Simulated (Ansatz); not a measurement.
```yaml
crystal:
  periodic: [false, false, false]
  atoms:
    - {symbol: O, position_ang: [-0.469008, -1.421454, 0.814947]}
    - {symbol: C, position_ang: [0.067899, -0.555943, 0.204178]}
    - {symbol: S, position_ang: [1.719962, -0.760466, -0.418718]}
    - {symbol: Te, position_ang: [-0.862556, 1.345438, -0.227940]}
    - {symbol: H, position_ang: [1.819153, 0.451120, -0.990013]}
    - {symbol: D, position_ang: [-2.233351, 0.877205, 0.571347]}
basis:
  gaussian: {orbitals: def2-SVPD}
magnetization: {spin_polarized: true, initial_magnetization: 0}
hamiltonian: {xc: {name: PBE0}}
output: {forces: true}
```

```sh
$ ansatz run in.yaml --threads 2 --pin off --events-out ev --progress --plain --max-ram 4352MiB
```

(1) How does Ansatz answer? (An estimate is asked.)

Answers

(1) Computed: The input was rejected before any iteration.
```
Error: YAML parse error: error: line 9 column 16: `D` is not an element symbol (H … Og, case-exact)
 7 |     - {symbol: Te, position_ang: [-0.862556, 1.345438, -0.227940]}
 8 |     - {symbol: H, position_ang: [1.819153, 0.451120, -0.990013]}
 9 |     - {symbol: D, position_ang: [-2.233351, 0.877205, 0.571347]}
10 | basis:
11 |   gaussian: {orbitals: def2-SVPD}
```
